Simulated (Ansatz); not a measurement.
Job for Ansatz (an electronic-structure program): R-CCSD(T)/aug-cc-pVTZ on GeH3N (SMILES [NH2][GeH]), atoms moved off the minimum. The run froze 15 orbitals, filled d shells among them.

Ansatz 0.2 input:
```yaml
crystal:
  periodic: [false, false, false]
  atoms:
    - {symbol: Ge, position_ang: [-0.13759311, 0.24679871, 0.33092299]}
    - {symbol: H, position_ang: [-0.53076219, 1.32489516, -0.81894212]}
    - {symbol: N, position_ang: [0.51226192, -0.92231752, -0.96189014]}
    - {symbol: H, position_ang: [0.55261048, -0.75599110, -1.93539493]}
    - {symbol: H, position_ang: [0.89471864, -1.81276629, -0.71066675]}
basis:
  gaussian:
    orbitals: aug-cc-pVTZ
magnetization: {spin_polarized: false}
correlation: {method: ccsd_t, electrons: outside_noble_gas}
scf: {lower_state_search: off}
output: {forces: true}
```

Task: Predict the final total energy.

Result: -2131.9803 hartree (reference determinant -2131.6157, T1 diagnostic 0.017).

Task: How many basis functions does it have, and what does it roughly cost on one machine?

Result: 174 functions; very roughly 3 core-minutes.
